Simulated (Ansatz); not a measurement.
Consider the cleavage of the Si–Sb bond: `F[SiH2][SbH2]` + `C#CNC` → `C#CN(C)[SiH2]F` + `[SbH3]`.

Computed with Ansatz on PBE0-D4/def2-TZVP structures; ΔE is electronic, products minus reactants. CCSD(T)/CBS is the MP2 limit (def2-TZVPP, def2-QZVPP) plus CCSD(T) − MP2 in def2-TZVPP, frozen cores. Functionals use def2-TZVPP. B3LYP here is the variant with VWN-RPA as its local correlation; programs differ in this. Elements past krypton have def2 core potentials. For Sb outer-core shells are correlated without core-valence functions, which leaves a few kJ/mol of doubt a bond. One conformer a species, not always the lowest.

```json
{"level": "r2SCAN-D4", "ΔE (kJ/mol)": "-41.2", "difference from CCSD(T)/CBS": "3.2"}
{"level": "PBE0-D4", "ΔE (kJ/mol)": "-34.5", "difference from CCSD(T)/CBS": "9.9"}
{"level": "B3LYP-D4", "ΔE (kJ/mol)": "-44.6", "difference from CCSD(T)/CBS": "-0.2"}
{"level": "ωB97X-V", "ΔE (kJ/mol)": "-45.2", "difference from CCSD(T)/CBS": "-0.8"}
{"level": "CCSD/def2-TZVPP", "ΔE (kJ/mol)": "-52.5", "difference from CCSD(T)/CBS": "-8.1"}
{"level": "HF/def2-QZVPP", "ΔE (kJ/mol)": "-52.6", "difference from CCSD(T)/CBS": "-8.2"}
{"level": "MP2/def2-QZVPP", "ΔE (kJ/mol)": "-48.3", "difference from CCSD(T)/CBS": "-3.9"}
{"level": "HF/CBS(def2)", "ΔE (kJ/mol)": "-52.7", "difference from CCSD(T)/CBS": "-8.3"}
{"level": "MP2/CBS(def2)", "ΔE (kJ/mol)": "-44.6", "difference from CCSD(T)/CBS": "-0.2"}
{"level": "CCSD/CBS(def2)", "ΔE (kJ/mol)": "-44.4", "difference from CCSD(T)/CBS": "0.0"}
{"level": "CCSD(T)/CBS", "ΔE (kJ/mol)": "-44.4", "difference from CCSD(T)/CBS": "0"}
```

Largest T1 diagnostic among the species: 0.014.

From PBE to PBE0 (25 % exact exchange), in def2-TZVPP and without D4, ΔE moves by −4.0 kJ/mol. The D4 term adds −4.7 kJ/mol with B3LYP and −2.7 kJ/mol with PBE0; it sums over pairs of atoms, weighted by their polarisabilities, and B3LYP, whose exchange is more repulsive, gets the larger term.
